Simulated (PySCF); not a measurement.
SMILES c1(SC)cc(ccc1)[SiH3] at its GFN2-xTB optimised geometry (Å):

```
19

C     -1.1477    -2.6222    -0.0634
S     -2.3538    -1.2667     0.0028
C     -1.3600     0.1983     0.0000
C     -2.0513     1.4075     0.0018
C     -1.3520     2.5972     0.0020
C      0.0331     2.5903     0.0002
C      0.7394     1.3930     0.0000
Si     2.6263     1.3664    -0.0296
C      0.0250     0.1983     0.0000
H     -1.7370    -3.5337    -0.0897
H     -0.5245    -2.6121     0.8264
H     -0.5495    -2.5432    -0.9668
H     -3.1308     1.3971     0.0041
H     -1.8905     3.5337     0.0036
H      0.5726     3.5264     0.0010
H      3.0844     1.1971    -1.4120
H      3.0966     0.2372     0.7773
H      3.1308     2.6256     0.5173
H      0.5750    -0.7301     0.0027
```

Calculation: B3LYP/def2-SVP in PySCF.

Map of the electron localisation function on the plane z = 1.0 Å:

```
|00000000000000000000000000000|
|00000000000000000000000000000|
|00000000000000000000000000000|
|00000000010000001000000000000|
|00000000353000035100011000000|
|00000000475100156100499710000|
|00000000255311354001999970000|
|00000000035555552003999992000|
|00000000035666652004999982000|
|00000111246534564213899940000|
|00001454466300355532365200000|
|00001565566200256642354200000|
|00000122246412465323999830000|
|00000000025655662006999981000|
|00000000014556652007999992000|
|00000246643322453003999981000|
|00001589985100155100899930000|
|00002689997200012000155100000|
|00002689985113000000000000000|
|00000367741399930000000000000|
|00000022101799991000000000000|
|00000000001599991000000000000|
|00000000012268850000000000000|
|00000000143101200000000000000|
|00000000132000000000000000000|
|00000000000000000000000000000|
|00000000000000000000000000000|
|00000000000000000000000000000|
|00000000000000000000000000000|
```
Scale: ten equal steps from 0.000 (start of '0') to 1.000 (end of '9'), in the order '0123456789'; x runs from -6.00 to 6.00, y from -6.00 (bottom) to 6.00 (top).
